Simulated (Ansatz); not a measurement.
A nudged elastic band was laid between two geometries of CH$_{4}$F$_{2}$GeO (9 atoms, charge 0, multiplicity 1).

Computed with RKS PBE-D4/def2-SVP in Ansatz.

| Quantity | Value |
| --- | --- |
| movable images | 7 |
| climbing image | yes |
| spring | 5.0 eV/Å² |
| optimiser | quadratic models (default) |
| start path | IDPP |
| force threshold | 0.05 eV/Å |
| iteration limit | 60 |
| end points | relaxed |

Image 0:

```xyz
9
Properties=species:S:1:pos:R:3
O 1.476 1.032 0.025
C 0.662 0.112 -0.588
F 1.467 -0.921 -0.948
F 0.136 0.646 -1.753
Ge -0.865 -0.571 0.535
H 0.933 1.810 0.254
H -0.285 -1.295 1.772
H -1.749 -1.524 -0.302
H -1.687 0.665 0.987
```

Image 8:

```xyz
9
Properties=species:S:1:pos:R:3
O 0.620 1.456 -0.850
C 0.749 0.144 -0.464
F 1.970 0.043 0.123
F 0.762 -0.680 -1.579
Ge -0.673 -0.527 0.795
H -0.232 1.549 -1.318
H -0.460 -2.031 1.077
H -2.041 -0.299 0.098
H -0.607 0.298 2.101
```

**Question.** Which bonds break or form, and what moves?

**Answer.** No bond is made or broken. The dihedral F3–C2–Ge5–H7 goes from 58 to -64°. The two ends are copies of one structure, up to a mirror image or an exchange of like atoms.

**Question.** Give the energies along the band, and the barrier.

**Answer.** The run converged. The highest image is number 4 of 0 to 8, 0.086 eV above the ends, which have the same energy within 2 meV. A vibrational analysis at the climbing image gives one clearly imaginary mode, 136i cm⁻¹: a first-order saddle point.

```
image  path coordinate (Å)  energy (eV)  dihedral F3–C2–Ge5–H7 (°)
    0                 0.00        0.000                         58
    1                 0.49        0.012                         43
    2                 0.98        0.043                         28
    3                 1.47        0.073                         13
    4                 1.96        0.086                         -2
    5                 2.46        0.073                        -18
    6                 2.95        0.042                        -33
    7                 3.45        0.013                        -48
    8                 3.94        0.000                        -64
```

**Question.** What is the geometry of the highest image?

**Answer.** 
```xyz
9
Properties=species:S:1:pos:R:3:forces:R:3
O 1.066 1.420 -0.374 -0.02 -0.03 -0.02
C 0.724 0.099 -0.528 0.01 0.02 -0.02
F 1.858 -0.607 -0.278 -0.01 0.01 0.00
F 0.374 -0.150 -1.845 0.02 0.00 0.03
Ge -0.772 -0.575 0.668 0.00 0.00 -0.01
H 0.278 1.960 -0.574 0.01 0.01 0.02
H -0.254 -1.761 1.514 0.00 0.00 0.00
H -1.975 -1.017 -0.199 0.00 0.00 0.00
H -1.210 0.585 1.601 0.00 0.01 0.00
```

**Question.** What are the harmonic wavenumbers there?

**Answer.** 136i, 201, 220, 256, 301, 468, 478, 553, 561, 712, 789, 842, 846, 1007, 1054, 1172, 1281, 2081, 2102, 2116, 3716 cm⁻¹.

The band took 4 iterations and roughly 110 core-seconds.

Run time: 57 s on 2 threads of Arm Neoverse V2 (shared host), peak memory 0.14 GiB.
